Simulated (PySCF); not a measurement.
A TDDFT job was run through a driver script with this input:

```
{"job": {"kind": "uv", "xc": "wB97X-D", "basis": "def2-SVPD", "nstates": 8, "ntriplets": 3}, "charge": 0, "multiplicity": 1}
C     -3.387195    -0.337363     0.798936
C     -2.533668    -0.558391    -0.009560
C     -1.467683    -0.772612    -0.970935
N     -0.315170     0.045950    -0.663122
C     -0.331722     1.386643    -0.562671
P      1.213599     2.035635    -0.173061
C      1.770762     0.343066    -0.182726
C      3.096085    -0.048926     0.069025
C      4.243504    -0.332383     0.285362
N      0.838409    -0.545353    -0.454731
H     -4.148059    -0.168213     1.501067
H     -1.133740    -1.814225    -0.941315
H     -1.832276    -0.538007    -1.979599
H     -1.257278     1.911802    -0.718091
H      5.240018    -0.599632     0.473854
```

The program printed, after the SCF cycles:

```
converged SCF energy = -719.9195405393

Static polarisability (au): isotropic 118.350, principal 81.932 105.301 167.817

Singlet excitations
state   eV       nm        f      main configurations
  1   5.2671    235.4   0.13074   H->L 0.81
  2   5.4425    227.8   0.09408   H->L+1 0.72, H-1->L 0.14
  3   5.4672    226.8   0.00115   H-2->L 0.61, H-2->L+1 0.27
  4   5.8447    212.1   0.01130   H-2->L+1 0.50, H-2->L 0.25, H-3->L+1 0.09
  5   6.0499    204.9   0.09973   H-1->L 0.27, H-3->L 0.17, H-3->L+1 0.11
  6   6.0574    204.7   0.17078   H-1->L 0.45, H-3->L 0.11
  7   6.2044    199.8   0.00005   H-3->L 0.23, H->L+4 0.22, H->L+5 0.19
  8   6.4146    193.3   0.10570   H-1->L+1 0.71

Triplet excitations (Tamm-Dancoff, eV): 3.7378 4.1685 4.7831
```

Computed, not measured: PySCF 2.14.0, density-fitted response routines, TDDFT wB97X-D/def2-SVPD, vertical, gas phase, core orbitals frozen in the response. Geometry: GFN2-xTB, one conformer, isolated molecule.

**Question.** What is the gap between the lowest singlet and the lowest triplet?

**Answer.** 5.2671 − 3.7378 = 1.5293 eV (full response against Tamm–Dancoff).

**Question.** Which orbital energies lie behind H and L?

**Answer.** HOMO -8.61 eV and LUMO 0.72 eV, a gap of 9.34 eV; state 1 differs from that by -4.07 eV.

**Question.** What share of the summed oscillator strength falls to the strongest level in this window?

**Answer.** State 6 at 205 nm: 0.1708 of 0.6135, or 28%.

**Question.** What transition dipole goes with state 6?

**Answer.** |μ|² = 3f / (2ΔE) = 3 × 0.1708 / (2 × 0.2226) = 1.151 au, so |μ| = 2.73 D.

**Question.** What is the total energy of state 4 at this geometry?

**Answer.** -719.91954 + 0.21479 = -719.70475 hartree.

**Question.** Write the structure that the coordinates describe.

**Answer.** `C#CCN1C=PC(C#C)=N1` (C7H5N2P), point group C1.

H and L stand for HOMO and LUMO.

Conformer computed: `[CH:1]#[C:2][CH2:3][n:4]1[cH:5][p:6][c:7]([C:8]#[CH:9])[n:10]1`: C2–C3–N4–C5 -57°.

Note: wB97X-D ran without an empirical dispersion term, which enters the total energy and its gradient alone.
